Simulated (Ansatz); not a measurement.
Consider the formal exchange of groups at a C–C bond: `CC(C)(C)Br` + `CCBr` → `CC(Br)C(C)(C)Br` + CH₄.

Isolated molecules relaxed with PBE0-D4/def2-TZVP in Ansatz; ΔE leaves out vibrations. CCSD(T)/CBS adds triple-zeta CCSD(T) − MP2 to the extrapolated MP2 energy (def2 sets, frozen cores). This one scheme is used for every species. DFT in def2-TZVPP. For Br outer-core shells are correlated without core-valence functions, which leaves a few kJ/mol of doubt a bond. Scalar relativity is left out up to krypton. Each species was taken in one conformer, which may not be the lowest.

(1) Is it downhill or uphill in electronic energy at CCSD(T)/CBS, and by how much? (An estimate is asked.)

(2) What do these levels give: B97M-V, ωB97X-V, ωB97M-V, B2PLYP, BLYP, LC-ωPBE? (An estimate is asked.)

Largest T1 diagnostic among the species: 0.009.

Results:

(1) Ansatz gave: Downhill: ΔE = -14.4 kJ/mol.

(2) Ansatz gave: B97M-V -11.3, ωB97X-V -7.2, ωB97M-V -10.3, B2PLYP -2.3, BLYP 9.6, LC-ωPBE 1.9 kJ/mol.

In def2-TZVPP, CCSD(T) changes the Hartree–Fock value by −32.6 kJ/mol (the triples alone add −5.9 kJ/mol) and MP2 by −40.2 kJ/mol. The D4 term adds −16.9 kJ/mol with B3LYP and −9.7 kJ/mol with PBE0; it sums over pairs of atoms, weighted by their polarisabilities, and B3LYP, whose exchange is more repulsive, gets the larger term.

B3LYP here is the variant with VWN-RPA as its local correlation; programs differ in this.
